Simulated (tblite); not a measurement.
Species: 1-(2-fluorophenyl)propan-1-ol, C9H11FO.
Cartesian coordinates in Å at the GFN2-xTB level; atoms count from 1:
```
atom  x, y, z in Å
C1    -2.2056   -0.4264    1.1267
C2    -2.1050    0.3708   -0.1650
C3    -1.0157   -0.1640   -1.1056
O4    -1.0883    0.6026   -2.2926
C5     0.3437   -0.0531   -0.4536
C6     1.0023    1.1692   -0.4032
C7     2.2346    1.2907    0.2125
C8     2.8351    0.1847    0.7908
C9     2.2026   -1.0454    0.7508
C10    0.9709   -1.1450    0.1312
F11    0.3680   -2.3565    0.0934
H12   -3.0218   -0.0482    1.7367
H13   -2.3897   -1.4769    0.9139
H14   -1.2854   -0.3488    1.7020
H15   -3.0511    0.3325   -0.7064
H16   -1.8835    1.4174    0.0505
H17   -1.2255   -1.2221   -1.3286
H18   -0.3976    0.3105   -2.8968
H19    0.5302    2.0254   -0.8618
H20    2.7266    2.2510    0.2434
H21    3.7973    0.2757    1.2709
H22    2.6473   -1.9246    1.1899
```

Computed with GFN2-xTB (tblite): harmonic, unscaled wavenumbers at the GFN2-xTB geometry, gas phase. The method is semi-empirical: single wavenumbers can be off by several per cent or more. One conformer, not necessarily the lowest.

Harmonic wavenumbers (cm⁻¹): 41.8, 69.1, 109.3, 174.5, 185.4, 230.7, 245.8, 287.6, 306.5, 349.4, 428.3, 460.7, 483.6, 516.9, 539.1, 589.0, 686.7, 756.8, 788.3, 806.4, 851.8, 884.4, 917.9, 925.5, 930.6, 1063.0, 1063.2, 1075.9, 1085.1, 1102.1, 1118.7, 1173.8, 1185.2, 1220.0, 1235.0, 1241.6, 1254.7, 1306.1, 1314.5, 1337.6, 1347.0, 1416.0, 1439.1, 1473.5, 1486.3, 1500.8, 1508.1, 1589.1, 1602.8, 2856.9, 2987.7, 3000.0, 3033.0, 3039.2, 3044.4, 3086.7, 3093.1, 3100.5, 3109.2, 3554.8.

A = 1569, B = 900.5, C = 741.9 MHz; mass 154.079 u (most abundant isotopes); point group C1, symmetry number 1.

**Question.** Zero-point energy?

**Answer.** ½Σν̃ = 38805 cm⁻¹ = 464.21 kJ/mol.

**Question.** What is S at 500 K and 1 bar for an ideal gas of classical rigid rotors and harmonic oscillators?

**Answer.** Translation 182.43, rotation 132.41, vibration 231.03: S = 545.9 J/(mol K).

**Question.** And Cp and H(500 K) − H(0)?

**Answer.** Cp = 274.94 J/(mol K), of which vibrations give 241.68 (their classical limit is 60 R = 498.9); H(500 K) − H(0) = 77.51 kJ/mol without the zero-point energy, 60.88 from vibrations.

**Question.** How do the functions run with temperature in this model?

**Answer.** 
```json
{"T (K)": "100", "S (J/(mol K))": "297.3", "Cp (J/(mol K))": "80.4", "H − H(0) (kJ/mol)": "5.46", "G − H(0) (kJ/mol)": "-24.26", "ln q(vib)": "1.75"}
{"T (K)": "200", "S (J/(mol K))": "368.2", "Cp (J/(mol K))": "129.7", "H − H(0) (kJ/mol)": "15.98", "G − H(0) (kJ/mol)": "-57.66", "ln q(vib)": "4.47"}
{"T (K)": "300", "S (J/(mol K))": "430.4", "Cp (J/(mol K))": "180.9", "H − H(0) (kJ/mol)": "31.48", "G − H(0) (kJ/mol)": "-97.63", "ln q(vib)": "7.32"}
{"T (K)": "800", "S (J/(mol K))": "696.5", "Cp (J/(mol K))": "364.4", "H − H(0) (kJ/mol)": "174.71", "G − H(0) (kJ/mol)": "-382.50", "ln q(vib)": "21.76"}
{"T (K)": "1000", "S (J/(mol K))": "782.1", "Cp (J/(mol K))": "402.0", "H − H(0) (kJ/mol)": "251.56", "G − H(0) (kJ/mol)": "-530.54", "ln q(vib)": "27.17"}
```

q(vib) and H(0) count from the zero-point level.

**Question.** Which modes carry the vibrational entropy at 500 K?

**Answer.** 41.8 cm⁻¹: 25.93; 69.1 cm⁻¹: 21.76; 109.3 cm⁻¹: 17.97; 174.5 cm⁻¹: 14.13; 185.4 cm⁻¹: 13.64; 230.7 cm⁻¹: 11.87 J/(mol K); the other 54 give 125.74 together.

**Question.** What must be added to the electronic energy to get the Gibbs energy at 500 K and 1 bar?

**Answer.** ZPE + [H(500 K) − H(0)] − T·S = 464.21 + 77.51 − 272.93 = 268.79 kJ/mol.

**Question.** Blend soft modes into free rotors: weight 1/[1 + (100 cm⁻¹/ν̃)⁴] for the oscillator and the rest for a rotor with moment μB/(μ + B), μ = h/(8π²ν), B = 10⁻⁴⁴ kg m². What vibrational entropy results?

**Answer.** 215.87 J/(mol K) in place of 231.03, which changes −T·S at 500 K by +7.58 kJ/mol.

Hindered rotation and anharmonicity are outside this model. Other conformers, if any are populated, would add a mixing term that is left out. The structure is chiral; the term R ln 2 for an equal mix with its mirror image is left out.
